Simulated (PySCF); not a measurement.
BH₃O₂Se. Atoms are numbered in the order given.

```xyz
7

B     -0.0069     0.9773     0.0000
O      1.1441     1.7260     0.0000
H      1.9620     1.2012     0.0000
O     -1.2198     1.6038     0.0000
H     -1.1044     2.5733     0.0000
Se     0.0360    -1.0055     0.0000
H     -1.4414    -1.1125     0.0000
```
Charge 0, spin multiplicity 1.

Geometry optimised at PBE-D3(BJ)/def2-SVP. The values are those of a single conformer.

These are PBE0/pcSseg-1 (PySCF) values and carry that method's errors.

GIAO shieldings, no solvent; atoms listed in one row are averaged. δ = σ(ref) − σ: ¹¹B against BF3 (σ = 88.8 ppm); ¹⁷O against H2O (σ = 334.2 ppm); ¹H against TMS (σ = 31.56 ppm); ⁷⁷Se against Me2Se (σ = 1740.1 ppm), references at their B3LYP-D3(BJ)/def2-TZVP geometries, non-relativistic.

Question: Estimate the chemical shifts. (Estimate from the structure and the level; the computed values follow.)

Answer: 
```tsv
nucleus	atoms	count	δ (ppm)
¹¹B	B1	1	22.4
¹⁷O	O2	1	139.2
¹⁷O	O4	1	128.6
¹H	H3, H5	2	4.52
¹H	H7	1	2.18
⁷⁷Se	Se6	1	-319.3
```
